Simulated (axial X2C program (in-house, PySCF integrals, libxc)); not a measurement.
## Potential curves of AsP⁺, 2c

Calculated with an axial X2C code built on PySCF integrals. Two-component (2c) means X2C with spin–orbit coupling and atomic mean-field two-electron Coulomb and Gaunt terms. Basis: As dyall-cv3z [9s9p6d4f1g], P dyall-v3z [8s7p2d1f] (cores contracted in-house); Gaussian nuclei, density fitting, unrestricted open shells. Masses: As 74.922 u, P 30.974 u.

State: Ω = 3/2 (⟨Sz⟩ = 0.50, ⟨Lz⟩ = 1.00 at HF). Energies in eV from the lowest point of each curve. Fits are polynomials in 1 − R0/R over 0.85 to 1.23 times the lowest point R0.

```tsv
R (Å)	HF	LDA
1.8113	1.3637	1.3828
1.8946	0.6141	0.5985
1.9571	0.2941	0.2532
2.0195	0.1072	0.0658
2.0820	0.0161	0.0000
2.1549	0.0000	0.0401
2.2277	0.0535	0.1724
2.3214	0.1889	0.4362
2.4359	0.4078	0.8454
2.6025	0.7357	1.5095
```

The state is one determinant whose occupation by symmetry is held fixed; it was picked as the lowest of a PBE0 search that is not exhaustive. Density functionals use the spin component along the axis (collinear). The functionals have no current-density term, which raises determinants with orbital currents, atoms included. At some level and bond length an empty orbital lies below a filled one. The determinant is spin-polarised beyond a pure state at some levels (its spin-free form has ⟨S²⟩ too high), which makes Re and μ there less reliable.

**Question.** What are Re and ωe at the HF level?

**Answer.** At HF, 2c: Re = 2.132 Å, ωe ≈ 424 cm⁻¹; Be follows as 0.169 cm⁻¹.

**Question.** What are Re and ωe at the LDA level?

**Answer.** At LDA, 2c: Re = 2.092 Å, ωe ≈ 532 cm⁻¹; Be follows as 0.176 cm⁻¹.
